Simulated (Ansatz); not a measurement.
`S[SiH2][SnH3]` + `C[SiH3]` → `C[SiH2][SnH3]` + `[SiH3]S` at 700 K and 1 bar (formal exchange of groups at the Sn–Si bond).

Isolated molecules relaxed with PBE0-D4/def2-TZVP in Ansatz; ΔE leaves out vibrations. CCSD(T)/CBS adds triple-zeta CCSD(T) − MP2 to the extrapolated MP2 energy (def2 sets, frozen cores). This one scheme is used for every species. def2 core potentials past Kr. For Sn outer-core shells are correlated without core-valence functions, which leaves a few kJ/mol of doubt a bond. One conformer a species, not always the lowest.

```csv
species,CCSD(T)/CBS energy (Eh),H − E (kJ/mol),S (J/(mol·K))
`S[SiH2][SnH3]`,-904.49431,199.8,476.8
`C[SiH3]`,-330.73916,210.8,332.0
`C[SiH2][SnH3]`,-545.95955,275.0,478.5
`[SiH3]S`,-689.27336,135.5,340.5
```

H − E and S are ideal-gas, rigid-rotor, harmonic terms from PBE0-D4/def2-TZVP, for one conformer and one mirror image of each species. 1 Eh = 2625.50 kJ/mol, R = 8.31446 J/(mol·K).

By hand: ΔE, ΔH, ΔS and ΔG.

ΔE = (-545.95955) + (-689.27336) − (-904.49431) − (-330.73916) = 0.00056 Eh = 1.5 kJ/mol. Δ(H − E) = 275.0 + 135.5 − 199.8 − 210.8 = -0.1, so ΔH = 1.4 kJ/mol. ΔS = 478.5 + 340.5 − 476.8 − 332.0 = 10.2 J/(mol·K). ΔG = 1.4 − 700 × (10.2)/1000 = -5.7 kJ/mol.

By hand: the equilibrium constant, and the temperature at which ΔG would vanish if ΔH and ΔS stayed fixed.

log₁₀ K = −ΔG/(RT ln 10) = 0.4. ΔG = 0 at ΔH/ΔS = 137 K, though so small a ΔH makes that figure unsure.

TΔS isn't small against ΔH here. The sign of ΔG lies within the doubt. A doubt of 5 kJ/mol in ΔE shifts log₁₀ K by 0.4 here. Other conformers and mirror images would add mixing entropy, several J/(mol·K) or more a flexible species. These are equilibria of isolated gas molecules and say nothing of rates. Largest T1 diagnostic: 0.013 (customary marks: 0.02 for closed shells, 0.045 for open ones).
